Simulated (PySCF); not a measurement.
## Ionisation energy of B²⁺ by level of theory

B²⁺ [He] 2s1 (2S) → B³⁺ 1s2 (1S), as a difference of total energies. All numbers are calculated (PySCF 2.14, no relativity, point nucleus, in def2-QZVPPD (8s4p4d2f1g, 63 functions)). Correlated levels: valence and next inner shell: nothing frozen. The calculations carry no spin-orbit coupling.

Question: Order these methods by the ionisation energy they give, lowest first.
A. TPSSh
B. r2SCAN
C. UHF
D. wB97X

Answer: D (37.417 eV), C (37.819 eV), B (37.862 eV), A (38.151 eV).

Errors of the correlated levels include the incompleteness of this basis.

For comparison: 37.931 eV (measured; NIST Atomic Spectra Database, ionization energies).
